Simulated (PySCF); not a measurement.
pyrimidine-2-carbonitrile (C5H3N3), SMILES N#Cc1ncccn1.

Geometry optimised at B3LYP-D3(BJ)/def2-SVP.

Two levels are set side by side: TDA-PBE/def2-SVPD (PySCF) and TDA-ωB97X/def2-SVPD (PySCF). Vertical, same geometry. The lowest singlet is HOMO→LUMO 99 % with PBE and HOMO→LUMO 98 % with the other functional; states are paired by order. Differences are taken from unrounded values.

```tsv
quantity	TDA-ωB97X
lowest singlet excitation (eV)	4.57
lowest triplet excitation (TDA) (eV)	4.09
first bright state (f over 0.05) (eV)	6.35
its oscillator strength	0.36
```

Q: What does TDA-PBE give, and how far is it from TDA-ωB97X? (Estimate from the structure and the level; the computed values follow.)

A: 
```json
[
 {"quantity": "lowest singlet excitation (eV)", "TDA-PBE": "3.43", "TDA-PBE minus TDA-ωB97X": "-1.14"},
 {"quantity": "lowest triplet excitation (TDA) (eV)", "TDA-PBE": "3.16", "TDA-PBE minus TDA-ωB97X": "-0.93"},
 {"quantity": "first bright state (f over 0.05) (eV)", "TDA-PBE": "5.75", "TDA-PBE minus TDA-ωB97X": "-0.60"},
 {"quantity": "its oscillator strength", "TDA-PBE": "0.32", "TDA-PBE minus TDA-ωB97X": "-0.04"}
]
```

Functionals without exact exchange tend to place singlet excitations lower, as here. Differences between two approximate levels are no errors against the true value.

Rough cost on one machine, each run with all the roots and properties that it gave: TDA-ωB97X against TDA-PBE about 4 times.
